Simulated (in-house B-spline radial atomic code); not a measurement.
**K VI (K5+): [Ne] 3s2 3p1 6d1 (an excited or competing configuration)**

Level of theory: Dirac-Hartree-Fock, average of configuration, Fermi nucleus of rms radius 3.4349 fm; calculated with a B-spline radial code for spherical atoms.

Effective charges: Z_r = [3n² - l(l+1)]/(2<r>) from the radius, Z_e = n√(-2ε) from the energy, and Slater's rules. Values are occupation-weighted means over j.

```csv
shell,electrons,ε (eV),<r> (bohr),Z_r,Z_e,Slater
1s,2,-3762.4,0.08093,18.54,16.63,18.70
2s,2,-502.59,0.3814,15.73,12.16,14.85
2p,6,-418.79,0.3467,14.42,11.10,14.85
3s,2,-129.42,1.12,12.05,9.25,9.50
3p,1,-112.35,1.163,10.75,8.62,9.50
6d,1,-14.91,7.72,6.61,6.28,6.00
```

The least bound orbital is 6d5/2 at -14.91 eV, and it is also the most diffuse (<r> = 7.72 bohr).

Spin-orbit splittings of the orbital energies (j = l + 1/2 above j = l - 1/2 when positive): 2p 3.014 eV, 3p 0.408 eV, 6d 0.002308 eV.

For the 1s electron the small component carries 0.46 % of the norm, the zero-frequency Breit interaction raises the level by 3.033 eV, self-energy by 1.396 eV, and vacuum polarisation lowers it by 0.1005 eV.
